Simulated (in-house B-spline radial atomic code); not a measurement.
In II (In+) is squeezed into an impenetrable sphere of radius R (the orbitals vanish at R). Method: non-relativistic PBE, spin-polarised, spherical fractional occupations, point nucleus. Calculated with a B-spline radial code for spherical atoms.

Energies in eV above the free ion in [Kr] 4d10 5s2:

```
R (bohr)  highest level (eV)  [Kr] 4d10 5s2  [Ar] 3d9 4s2 4p6 4d10 5s2 5f1  [Ar] 3d10 4s2 4p5 4d10 4f1 5s2  -dE/dV in [Kr] 4d10 5s2 (GPa)
     8.2               -14.2       0.005925                          472.2                           90.01                         0.0133
    6.43               -14.1         0.1206                          478.7                           92.35                          0.412
    4.63               -12.4          2.115                          494.3                           99.44                           13.3
     3.9               -9.37          6.744                          509.3                           107.9                             62
    3.52               -6.07          12.66                          523.2                           116.4                            149
    3.09               0.955          26.93                          550.2                           134.4                            443
     2.6                18.7           69.4                          615.8                           182.6                           1810
    2.04                76.6          244.3                          840.1                           368.8                          12500
    1.92                 101          330.8                          943.4                           458.9                          19900
    1.39                 367           1517                           2272                            1665                         216000
```

Question: Does [Ar] 3d9 4s2 4p6 4d10 5s2 5f1 fall below [Kr] 4d10 5s2 under compression?

Answer: No, it stays above over the whole range.

Question: Does [Ar] 3d10 4s2 4p5 4d10 4f1 5s2 fall below [Kr] 4d10 5s2 under compression?

Answer: No, it stays above over the whole range.

The highest level is first positive in the row R = 3.09 bohr, pushed up by confinement above the zero of the free ion's potential. Each configuration is held fixed and needn't be the lowest in the sphere.
